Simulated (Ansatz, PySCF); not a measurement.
Species: SbH2 (charge -1, singlet). 
Geometry from a B3LYP-D3(BJ)/def2-TZVP (Ansatz, a program for electronic structure) optimisation:
```xyz
3

Sb     0.0034    -0.0001     0.0459
H     -0.0752    -1.2315    -1.1751
H     -0.1006     1.2381    -1.1663
```
Charge -1, spin multiplicity 1.

Total electronic energies in hartree. Correlated levels leave the core frozen unless marked. Spin-orbit coupling is left out. Frozen are the shells of the preceding noble gas and the d and f shells that filled before the atom's block. Past Kr the def2 sets carry scalar-relativistic core potentials. STO-3G rows are all-electron and non-relativistic. CBS(X,Y): correlation extrapolated as X^-3; Hartree-Fock from the larger set.

| level | program | energy (Eh) |
|---|---|---|
| HF/def2-QZVPPD | Ansatz | -240.41782 |
| RI-HF/def2-QZVPP | Ansatz | -240.41769 |
| RI-HF/def2-QZVPPD | Ansatz | -240.41781 |
| BP86/def2-TZVPD | PySCF | -241.59747 |
| PBE0/def2-QZVPP | Ansatz | -241.46798 |
| r2SCANh-D4/def2-TZVPD | Ansatz + dftd4 | -241.54134 |
| M06-2X/def2-TZVPD | PySCF | -241.36808 |
| HSE06-D3(BJ)/def2-TZVPD | Ansatz + dftd3 | -241.46313 |
| B2PLYP/def2-TZVPD | Ansatz | -241.17571 |
| RPA@PBE/def2-QZVPP | Ansatz | -240.70387 |
| RI-MP2/def2-QZVPP | Ansatz | -240.57092 |
| CCSD/STO-3G | Ansatz | -6252.37754 |
| CCSD/def2-TZVPP | Ansatz | -240.57820 |
| CCSD/def2-QZVPPD | Ansatz | -240.59339 |
| CCSD(T)/CBS(def2-TZVPPD,def2-QZVPPD) | Ansatz | -240.6085 |

Totals of different functionals don't rank their quality; only differences between species are comparable.
